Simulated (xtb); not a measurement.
C6H16N2, singlet, geometry from GFN2-xTB; GFN0-xTB with GBSA(toluene) (xtb).

Here is a job for xtb.
```
$ xtb mol.xyz --gfn 0 --gbsa toluene --json

# file mol.xyz
24

C      2.41516844    -1.12686093     0.94830090
N      1.34850325    -0.29983269     0.42831183
C      1.86279536     0.91719718    -0.16197953
C      0.51292923    -1.05704265    -0.48430524
C     -0.67508306    -0.26642563    -1.04320054
N     -1.31094644     0.60636413    -0.07452281
C     -1.76272826    -0.10046876     1.10462197
C     -2.38765336     1.35143374    -0.68910597
H      2.98240896    -0.55579652     1.68182244
H      1.98931009    -1.99925753     1.44366294
H      3.10776160    -1.47689264     0.16450453
H      1.02829265     1.57379002    -0.39206355
H      2.44865870     0.73157661    -1.07729691
H      2.50409915     1.41518187     0.56354713
H      0.14390305    -1.92813636     0.06502865
H      1.09348761    -1.43575956    -1.34912948
H     -0.33552784     0.36413175    -1.87015395
H     -1.39196321    -1.00034081    -1.46254152
H     -0.89807506    -0.51097913     1.61872671
H     -2.25641400     0.60637660     1.76967255
H     -2.47077017    -0.91204615     0.86900461
H     -3.20237675     0.70466205    -1.05578897
H     -1.99863244     1.92317031    -1.53148044
H     -2.79963018     2.04760171     0.03997254
```

Output, abridged:

```
   ID    Z sym.   atoms
    1    6 C      1, 3-5, 7, 8
    2    7 N      2, 6
    3    1 H      9-24

           -------------------------------------------------
          |                Calculation Setup                |
           -------------------------------------------------

           -------------------------------------------------
          |                 G F N 0 - x T B                 |
           -------------------------------------------------

      * Solvation model:               GBSA
        Solvent                        toluene
        Parameter file                 internal GFN2-xTB/GBSA
        Dielectric constant                7.0000E+00
        Reference state                gsolv [1 M gas/solution]
        Free energy shift                  4.5239E-03 Eh       2.8388E+00 kcal/mol
        Temperature                        2.9815E+02 K
        Density                            8.6700E-01 kg/L
        Solvent mass                       9.2140E+01 g/mol
        Interaction kernel             Still
        Born radius scaling (c1)           1.5686E+00
        Born radii integrator          GBOBC
        Born offset                        0.0000E+00 a0       0.0000E+00 AA
        H-bond correction              false
        Ion screening                  false
        Surface tension                    1.0000E-05 Eh       1.5569E+01 dyn/cm
        Grid points                               230 per atom

          ...................................................
          :                      SETUP                      :
          :.................................................:
          :  # basis functions                  64          :
          :  # atomic orbitals                  64          :
          :  # shells                           48          :
          :  # electrons                        50          :
          :  electronic temp.          300.0000000     K    :
          :  accuracy                    1.0000000          :
          :  -> integral cutoff          0.2500000E+02      :
          :  -> integral neglect         0.1000000E-07      :
          ...................................................

         :::::::::::::::::::::::::::::::::::::::::::::::::::::
         ::                     SUMMARY                     ::
         :::::::::::::::::::::::::::::::::::::::::::::::::::::
         :: total energy             -27.565692809192 Eh    ::
         :: total w/o Gsasa/hb       -27.556872042912 Eh    ::
         :: gradient norm              0.023425457775 Eh/a0 ::
         :: HOMO-LUMO gap              7.239740321091 eV    ::
         ::.................................................::
         :: H0 energy                -27.767836437932 Eh    ::
         :: repulsion energy           0.369822109172 Eh    ::
         :: electrostat energy        -0.082550315806 Eh    ::
         :: -> Gsolv                   0.000000000000 Eh    ::
         ::    -> Gsasa               -0.013344646152 Eh    ::
         ::    -> Gshift               0.004523879872 Eh    ::
         :: dispersion energy         -0.008763932465 Eh    ::
         :: short-range corr.         -0.076364232160 Eh    ::
         :: add. restraining           0.000000000000 Eh    ::
         :: total charge               0.000000000000 e     ::
         :::::::::::::::::::::::::::::::::::::::::::::::::::::

           -------------------------------------------------
          |                Property Printout                |
           -------------------------------------------------

    * Orbital Energies and Occupations

         #    Occupation            Energy/Eh            Energy/eV
      -------------------------------------------------------------
         1        2.0000           -0.7112135             -19.3531
       ...           ...                  ...                  ...
        13        2.0000           -0.5504361             -14.9781
        14        2.0000           -0.5405368             -14.7088
        15        2.0000           -0.5279685             -14.3668
        16        2.0000           -0.5236840             -14.2502
        17        2.0000           -0.5188874             -14.1196
        18        2.0000           -0.5181547             -14.0997
        19        2.0000           -0.5070359             -13.7972
        20        2.0000           -0.5036652             -13.7054
        21        2.0000           -0.4982717             -13.5587
        22        2.0000           -0.4873537             -13.2616
        23        2.0000           -0.4800377             -13.0625
        24        2.0000           -0.4217509             -11.4764
        25        2.0000           -0.4209876             -11.4557 (HOMO)
        26                         -0.1549321              -4.2159 (LUMO)
        27                         -0.1544853              -4.2038
        28                         -0.1439550              -3.9172
        29                         -0.1405044              -3.8233
        30                         -0.1306208              -3.5544
        31                         -0.1221193              -3.3230
        32                         -0.1213077              -3.3010
        33                         -0.1115340              -3.0350
        34                         -0.1050915              -2.8597
        35                         -0.1004358              -2.7330
        36                         -0.0860273              -2.3409
       ...                                ...                  ...
        64                          0.4256684              11.5830
      -------------------------------------------------------------
                  HL-Gap            0.2660556 Eh            7.2397 eV
             Fermi-level            0.0000000 Eh            0.0000 eV

     #   Z          covCN         q      C6AA      α(0)
     1   6 C        3.719     0.011    22.924     6.919
     2   7 N        2.724    -0.626    35.062     8.866
     3   6 C        3.713     0.024    22.690     6.886
     4   6 C        3.764     0.145    20.479     6.528
     5   6 C        3.764     0.145    20.479     6.528
     6   7 N        2.724    -0.626    35.062     8.866
     7   6 C        3.713     0.024    22.690     6.886
     8   6 C        3.719     0.011    22.924     6.919
     9   1 H        0.925     0.069     2.091     2.262
    10   1 H        0.925     0.063     2.160     2.298
    11   1 H        0.923     0.055     2.262     2.352
    12   1 H        0.925     0.099     1.790     2.092
    13   1 H        0.923     0.048     2.350     2.397
    14   1 H        0.925     0.064     2.151     2.294
    15   1 H        0.924     0.033     2.540     2.492
    16   1 H        0.922     0.014     2.832     2.632
    17   1 H        0.924     0.033     2.540     2.492
    18   1 H        0.922     0.014     2.832     2.632
    19   1 H        0.925     0.099     1.790     2.092
    20   1 H        0.925     0.064     2.151     2.294
    21   1 H        0.923     0.048     2.350     2.397
    22   1 H        0.923     0.055     2.262     2.352
    23   1 H        0.925     0.063     2.160     2.298
    24   1 H        0.925     0.069     2.091     2.262

 Mol. C6AA /au·bohr⁶  :       4094.531008
 Mol. C8AA /au·bohr⁸  :      84336.806431
 Mol. α(0) /au        :         96.036525

Wiberg/Mayer (AO) data.
largest (>0.10) Wiberg bond orders for each atom

 ---------------------------------------------------------------------------
     #   Z sym  total        # sym  WBO       # sym  WBO       # sym  WBO
 ---------------------------------------------------------------------------
     1   6 C    3.948 --    10 H    0.982     9 H    0.981     2 N    0.981
                            11 H    0.975
     2   7 N    2.992 --     3 C    0.981     1 C    0.981     4 C    0.970
     3   6 C    3.949 --    14 H    0.982     2 N    0.981    12 H    0.980
                            13 H    0.976
     4   6 C    3.954 --     5 C    1.004    15 H    0.976     2 N    0.970
                            16 H    0.968
     5   6 C    3.954 --     4 C    1.004    17 H    0.976     6 N    0.970
                            18 H    0.968
     6   7 N    2.992 --     7 C    0.981     8 C    0.981     5 C    0.970
     7   6 C    3.949 --    20 H    0.982     6 N    0.981    19 H    0.980
                            21 H    0.976
     8   6 C    3.948 --    23 H    0.982    24 H    0.981     6 N    0.981
                            22 H    0.975
     9   1 H    0.987 --     1 C    0.981
    10   1 H    0.986 --     1 C    0.982
    11   1 H    0.976 --     1 C    0.975
    12   1 H    0.992 --     3 C    0.980
    13   1 H    0.976 --     3 C    0.976
    14   1 H    0.986 --     3 C    0.982
    15   1 H    0.984 --     4 C    0.976
    16   1 H    0.974 --     4 C    0.968
    17   1 H    0.984 --     5 C    0.976
    18   1 H    0.974 --     5 C    0.968
    19   1 H    0.992 --     7 C    0.980
    20   1 H    0.986 --     7 C    0.982
    21   1 H    0.976 --     7 C    0.976
    22   1 H    0.976 --     8 C    0.975
    23   1 H    0.986 --     8 C    0.982
    24   1 H    0.987 --     8 C    0.981
 ---------------------------------------------------------------------------

Topologies differ in total number of bonds
Writing topology from bond orders to xtbtopo.mol

 dipole moment from electron density (au)
     X       Y       Z
  -0.0590  -0.4814  -0.5557  total (Debye):    1.875

           -------------------------------------------------
          | TOTAL ENERGY              -27.565692809192 Eh   |
          | GRADIENT NORM               0.023425457775 Eh/α |
          | HOMO-LUMO GAP               7.239740321091 eV   |
           -------------------------------------------------

normal termination of xtb
```
